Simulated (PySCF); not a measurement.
**How the method changes the constants of SnF**

State: ²Π (doublet), unpaired electrons π ↑. Set-up: PySCF, scalar-relativistic core potentials, basis sets Sn aug-cc-pVDZ-PP with ECP28, F aug-cc-pVDZ. De refers to Sn + F in their high-spin ground configurations, without counterpoise correction. The functionals are run spin-unrestricted. A positive dipole means Sn(−)F(+).

```json
{"Level": "UHF", "Re (Å)": "1.952", "ωe (cm⁻¹)": "596", "De (eV)": "3.03", "μ (D)": "-2.96"}
{"Level": "UHF-MP2", "Re (Å)": "1.977", "ωe (cm⁻¹)": "568", "De (eV)": "5.07", "μ (D)": "n/a"}
{"Level": "UHF-SCS-MP2", "Re (Å)": "1.979", "ωe (cm⁻¹)": "565", "De (eV)": "4.90", "μ (D)": "n/a"}
{"Level": "UHF-CCSD", "Re (Å)": "1.971", "ωe (cm⁻¹)": "575", "De (eV)": "4.63", "μ (D)": "n/a"}
{"Level": "UHF-CCSD(T)", "Re (Å)": "1.976", "ωe (cm⁻¹)": "568", "De (eV)": "4.75", "μ (D)": "n/a"}
{"Level": "PBE", "Re (Å)": "2.003", "ωe (cm⁻¹)": "535", "De (eV)": "5.21", "μ (D)": "-2.83"}
{"Level": "revPBE", "Re (Å)": "2.013", "ωe (cm⁻¹)": "524", "De (eV)": "4.96", "μ (D)": "-2.87"}
{"Level": "TPSS", "Re (Å)": "1.993", "ωe (cm⁻¹)": "548", "De (eV)": "5.06", "μ (D)": "-2.76"}
{"Level": "r²SCAN", "Re (Å)": "1.976", "ωe (cm⁻¹)": "565", "De (eV)": "4.97", "μ (D)": "-2.73"}
{"Level": "PBE0", "Re (Å)": "1.975", "ωe (cm⁻¹)": "566", "De (eV)": "4.81", "μ (D)": "-2.88"}
{"Level": "M06", "Re (Å)": "1.983", "ωe (cm⁻¹)": "559", "De (eV)": "5.25", "μ (D)": "-3.14"}
{"Level": "CAM-B3LYP", "Re (Å)": "1.974", "ωe (cm⁻¹)": "568", "De (eV)": "4.99", "μ (D)": "-2.99"}
```

The bond length runs from 1.952 Å (UHF) to 2.013 Å (revPBE). De spans 3.03 eV (UHF, mean field) to 5.25 eV (M06, hybrid meta-GGA). Correlation at CCSD(T) changes the Hartree–Fock bond energy by +1.72 eV; the triples alone change it by +0.12 eV.

Correlated steps freeze 5 core orbitals. Correlated levels converge slowly with the basis: in double zeta they bind strong bonds too weakly, by up to about 1 eV, and carry superposition errors of some tenths. These are scalar-relativistic numbers at best; spin–orbit coupling would shift them, the dissociation energy most. The state was picked by a PBE0 search and need not be the measured ground state.

The whole job (state search and all levels along the bond) took about 4.1 min on 1 thread of Arm Neoverse V1 (shared host), peak memory 0.69 GiB.
